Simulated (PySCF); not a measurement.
## Worked example: chemical shift, span and skew from a shielding tensor

Si(AsH2)(H)2(OH) (AsH₅OSi), SMILES O[SiH2][AsH2]. Atoms are numbered in the order given.

```xyz
8

Si    -1.2874     0.0467     0.0971
O     -1.6098     1.6483     0.4301
As     1.0103    -0.4867    -0.1373
H     -1.8330    -0.7212     1.2488
H     -1.9518    -0.4049    -1.1671
H     -1.2554     2.2941    -0.1881
H      1.3951     0.4374     1.0133
H      1.2086     0.6148    -1.1766
```

Geometry optimised at PBE0-D3(BJ)/def2-SVP. The values are those of a single conformer.

GIAO shieldings from KT2/pcSseg-1 run with PySCF, non-relativistic, no solvent. The symmetric part of the tensor of Si1 has the principal values 268.9, 362.4, 459.1 ppm. The same nucleus in TMS has σ = 361.9 ppm at this level (PySCF, at its B3LYP-D3(BJ)/def2-TZVP geometry).

### Question
Work out the isotropic shielding, the ²⁹Si shift against TMS, the span and the skew.

### Answer

σ(iso) = (σ11 + σ22 + σ33)/3 = 363.5 ppm. δ = σ(ref) − σ(iso) = 361.9 − (363.5) = -1.6 ppm.
Span Ω = σ33 − σ11 = 190.2 ppm. Skew κ = 3(σ(iso) − σ22)/Ω = 0.02. Tumbling in solution averages the tensor to δ; in a static solid the shielding alone would spread this spin-1/2 line over Ω.
